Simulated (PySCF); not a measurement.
Gas-phase reaction: GaCl₂ + 3 H = GaH₃ + 2 Cl

Energies from PySCF (xtb for GFN2), thermal terms from the rigid-rotor harmonic-oscillator model, ideal gas at 1 bar. † marks an energy on the PBE0/def2-TZVP geometry and frequencies; other levels use their own. MP2 and CCSD(T) freeze the core. 6-31G* has spherical d functions here. Open shells (unrestricted): GaCl₂ (multiplicity 2), H (multiplicity 2), Cl (multiplicity 2, electronic degeneracy 6); the rest are closed-shell singlets. GFN2 has no spin-polarisation term. Spin-orbit splitting is ignored; it lowers the true energy and changes the entropy of Cl. B3LYP is the form with VWN-RPA correlation. Ga: all electrons, no relativistic terms. GaCl₂, GaH₃: computed as isolated molecules; such fragments, hydroxides, amides, oligomers or adducts are transient or little studied in the gas. MP2 isn't extrapolated to the basis-set limit; its ΔH°(298 K) is -73.3 kJ in def2-SVP and -61.0 kJ in def2-TZVPP. CCSD(T) isn't extrapolated to the basis-set limit; its ΔH°(298 K) is -133.7 kJ in def2-SVP and -131.3 kJ in def2-TZVPP. The harmonic model lacks anharmonicity and excited electronic states, which grow with temperature; levels with a mode under 35 cm⁻¹ are left out. Soft modes under 120 cm⁻¹ make the harmonic entropy rough for GaCl₂.

```
level              ΔE electronic, kJ  ΔH°(298 K), kJ  ΔS°(298 K), J/K  ΔG°(1000 K), kJ
-----------------  -----------------  --------------  ---------------  ---------------
B3LYP/6-31G*                    -172            -138              -94              -32
CCSD(T)/def2-SVP†               -168            -134              -92              -29
GFN2-xTB                        -169            -141              -96              -34
HF/6-31G*                       -133             -97              -91                7
MP2/def2-SVP†                   -108             -73              -92               31
MP2/def2-TZVPP†                  -96             -61              -92               43
r2SCAN/def2-TZVP†               -116             -81              -92               23
LDA/def2-TZVP†                   -98             -64              -92               41
```
ΔH° is lowest at GFN2-xTB and highest at MP2/def2-TZVPP†. No reference value is set beside these.
